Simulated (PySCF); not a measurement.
C4H6Si, SMILES C#C[SiH2]C=C. Heavy atoms are numbered as in [CH:1]#[C:2][SiH2:3][CH:4]=[CH2:5]. Hydrogens are named by the atom that carries them.

Geometry optimised at r2SCAN-D4/def2-SVP. The values are those of a single conformer.

Level of theory: PBE/def2-TZVP (PySCF).

ESP charges are fitted to the potential on shells at 1.4 to 2.0 van der Waals radii. Atomic charges (e), one atom of each kind:

```json
[
 {"atom": "C1 (CH)", "ESP fit": "-0.40", "IAO": "?"},
 {"atom": "C2", "ESP fit": "-0.03", "IAO": "?"},
 {"atom": "Si3 (SiH2)", "ESP fit": "0.24", "IAO": "?"},
 {"atom": "C4 (CH)", "ESP fit": "-0.14", "IAO": "?"},
 {"atom": "C5 (CH2)", "ESP fit": "-0.39", "IAO": "-0.27"},
 {"atom": "H on C1", "ESP fit": "0.31", "IAO": "0.20"},
 {"atom": "H on Si3", "ESP fit": "-0.04", "IAO": "-0.11"},
 {"atom": "H on C4", "ESP fit": "0.14", "IAO": "0.16"},
 {"atom": "H on C5", "ESP fit": "0.18", "IAO": "0.15"}
]
```

Task: Complete the blanks. (The exact figures need the calculation; the answer reports its results.)

Result: 
- C1 (CH), IAO: -0.19
- C2, IAO: -0.32
- Si3 (SiH2), IAO: 0.75
- C4 (CH), IAO: -0.42

Task: Give the Mayer and Wiberg (Löwdin basis) orders of the bonds. (An estimate is asked for; the answer gives what the named calculation found.)

Result: 
```
bond    Mayer  Wiberg
------  -----  ------
C1–C2    2.64    2.99
C2–Si3   1.06    1.18
Si3–C4   1.01    1.13
C4–C5    1.93    2.21
```
